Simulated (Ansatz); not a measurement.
A nudged elastic band was laid between two geometries of BClF2H2 (6 atoms, charge 0, multiplicity 1).

These are results of Ansatz, RKS LDA/def2-SVP, not measurements.

```json
{"movable images": "5", "climbing image": "yes", "spring": "5.0 eV/Å²", "optimiser": "quadratic models (default)", "start path": "through a guess of the saddle point", "force threshold": "0.05 eV/Å", "iteration limit": "60", "end points": "relaxed"}
```

Image 0:

```xyz
6
Properties=species:S:1:pos:R:3
B 0.002 0.065 0.121
Cl 0.005 -0.368 1.926
F 1.152 -0.143 -0.489
H -1.054 -0.078 -0.460
F 0.049 1.766 0.484
H 0.089 1.487 1.435
```

Image 6:

```xyz
6
Properties=species:S:1:pos:R:3
B 0.011 0.389 -0.321
Cl -0.004 -0.130 2.358
F 1.152 -0.186 -0.614
H -1.051 -0.157 -0.531
F 0.059 1.668 0.037
H 0.074 1.145 2.088
```

Question: What changes between the two ends?

Answer: Bonds broken: B1–Cl2, F5–H6. Bonds formed: Cl2–H6. BClF2H2 becomes BF2H + ClH.

Question: What energy profile does the band end with?

Answer: The run converged. The highest image is number 1 of 0 to 6, 0.037 eV above the first end and 0.498 eV above the last; the last end lies 0.461 eV below the first. A vibrational analysis at the climbing image gives one clearly imaginary mode, 450i cm⁻¹: a first-order saddle point. The orbitals stay closed-shell, which can raise the energy where a bond breaks towards radicals; this wasn't checked here.

| image | path coordinate (Å) | energy (eV) | B1–Cl2 (Å) | F5–H6 (Å) | Cl2–H6 (Å) |
| --- | --- | --- | --- | --- | --- |
| 0 | 0.00 | 0.000 | 1.86 | 0.99 | 1.92 |
| 1 | 0.31 | 0.037 | 1.99 | 1.14 | 1.60 |
| 2 | 0.52 | -0.048 | 2.11 | 1.33 | 1.44 |
| 3 | 0.72 | -0.239 | 2.27 | 1.54 | 1.36 |
| 4 | 0.92 | -0.384 | 2.46 | 1.73 | 1.32 |
| 5 | 1.12 | -0.447 | 2.63 | 1.92 | 1.31 |
| 6 | 1.32 | -0.461 | 2.73 | 2.12 | 1.30 |

Question: What is the geometry of the highest image?

Answer: 
```xyz
6
Properties=species:S:1:pos:R:3:forces:R:3
B 0.006 0.199 0.054 0.01 0.00 0.00
Cl 0.002 -0.230 1.996 0.00 0.00 0.00
F 1.154 -0.135 -0.501 0.00 0.00 0.00
H -1.057 -0.089 -0.455 0.00 0.00 0.00
F 0.060 1.701 0.430 0.00 0.00 0.00
H 0.076 1.282 1.492 0.00 -0.01 0.00
```

Question: What are the harmonic wavenumbers there?

Answer: 450i, 288, 404, 495, 634, 744, 840, 1039, 1240, 1296, 1729, 2622 cm⁻¹.

The run took 52 s on 1 thread of Arm Neoverse V1, on a shared host, peak memory 0.11 GiB.
